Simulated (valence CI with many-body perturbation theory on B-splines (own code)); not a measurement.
The numbers below are computed, except where a source is named.
**Sensitivity of CI+MBPT for Tb XXXV**

Method: configuration interaction combined with many-body perturbation theory (CI+MBPT): three valence electrons over a frozen Dirac-Fock core [Ar] 3d10, radial functions for each j: 6 s, 6 p, 5 d, 3 f, 1 g, with the one-electron correlation potential Σ1, the two-electron term Σ2, the three-electron term Σ3, Breit, model QED; selected CI, second order for the rest, scaled by the run's own slope (own B-spline code, finite nucleus).

No measured spectrum was set against this ion. As an estimate, large intervals hold to a few tenths of a per cent, small ones and those within an open d or f shell to about a per cent.

The reference run has the lowest level (4s^2 4p1/2) J=1/2 and an ionisation energy of 1444.41 eV. Its largest variational space holds 2819 state functions.

Levels are named by their leading jj configuration (3d3/2^4 stands for four electrons in 3d with j = 3/2), which in mixed levels can hold well under half, so a name can repeat and another be missing. Letters in brackets count levels of one name in rising energy.

Changed runs:
A. size limit of the variational space 10000 → 3000; second order for the rest on → off
B. Breit term on → off
C. logarithmic knot step 0.27 → 0.33
D. Davidson iteration limit 60 → 1 (bad on purpose)

Excitation energies of the reference run in cm⁻¹, and shifts in cm⁻¹:

| Level | Reference | A | B | C | D |
| --- | --- | --- | --- | --- | --- |
| (4s^2 4p3/2) J=3/2 | 393665 | +0.1 | +4821 | -0.8 | +0.6 |
| (4s 4p1/2^2) J=1/2 | 601414 | 0 | -4408 | -3.6 | +0.5 |
| (4s 4p1/2 4p3/2) J=3/2 [a] | 915262 | +0.1 | +231 | -4.3 | +5.7 |
| (4s 4p1/2 4p3/2) J=5/2 | 968565 | +0.4 | +703 | -4.4 | +9.5 |
| (4s 4p1/2 4p3/2) J=3/2 [b] | 1047190 | +0.4 | +676 | -4.4 | +6.7 |
| (4s 4p1/2 4p3/2) J=1/2 | 1071180 | +0.5 | +82 | -4.5 | +1.6 |
| (4s 4p3/2^2) J=5/2 | 1330100 | +0.3 | +5519 | -5.0 | +7.7 |
| (4s^2 4d3/2) J=3/2 | 1415240 | +0.7 | +6245 | -4.4 | +8.5 |
| (4s 4p3/2^2) J=1/2 | 1465460 | +0.3 | +4837 | -5.1 | +1.5 |
| (4s 4p3/2^2) J=3/2 | 1506650 | +1.0 | +5610 | -5.0 | +9.5 |
| (4s^2 4d5/2) J=5/2 | 1531820 | +0.8 | +8680 | -4.9 | +9.0 |
| (4p1/2^2 4p3/2) J=3/2 | 1660230 | +0.2 | -3852 | -8.0 | +2.5 |
| Ionisation energy (eV) | 1444.41 | 0 | +1.52 | -0.0018 | 0 |

Run D: The Davidson iterations stopped at their limit.
